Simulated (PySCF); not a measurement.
How methods differ on the ionisation energy of Nd(47+)

Nd(47+) [Ne] 3s2 3p1 [3p1/2^1, M_J = 1/2] → Nd(48+) [Ne] 3s2, as a difference of total energies. All numbers are calculated (PySCF 2.14, the two-component X2C-1e Hamiltonian, in an uncontracted even-tempered set (18 s from 12 bohr⁻², ratio 2.4; 14 p from 15 bohr⁻², ratio 2.4; 4 d from 51 bohr⁻², ratio 2.6; 4 f from 77 bohr⁻², ratio 2.6)). Correlated levels: 1s2 frozen; the 54 highest virtual spinors dropped. "Screened" scales the spin-orbit matrix elements by Boettger's factors to mimic the two-electron term; Breit and QED terms are absent.

| method | ionisation energy (eV) |
| --- | --- |
| GHF (spin-free) | 3904.8 |
| GMP2 (spin-free) | 3905.2 |
| GHF (screened spin-orbit) | 4000.8 |
| GMP2 (screened spin-orbit) | 4001.0 |

Breit and QED terms and the two-electron picture change are absent.

The spin-free rows lack the spin-orbit shift.

For comparison: 3997 ± 4 eV (theoretical estimate listed by NIST; NIST Atomic Spectra Database, ionization energies).
